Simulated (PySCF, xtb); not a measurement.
ClH6NSSi2, SMILES N[SiH2]S[SiH2]Cl. Other conformers were not sampled.

Harmonic wavenumbers (cm⁻¹) from GFN2-xTB (xtb 6.7.1) at its own minimum, in rising order: 30, 42, 95, 150, 191, 205, 388, 441, 475, 490, 512, 542, 570, 597, 692, 701, 756, 797, 818, 940, 1490, 2251, 2295, 2314, 2373, 3480, 3528.

Task: What does PySCF 2.14.0 with PBE-D3(BJ)/def2-SVP give at its own minimum? (Estimate from the structure and the level; the computed values follow.)

Result: 45, 80, 119, 170, 234, 280, 430, 475, 494, 524, 538, 560, 680, 737, 806, 835, 863, 880, 901, 906, 1500, 2175, 2180, 2200, 2204, 3463, 3559. Paired by order, the mean absolute difference is 64 cm⁻¹ and the zero-point energies are 38.8 and 39.8 kcal/mol.
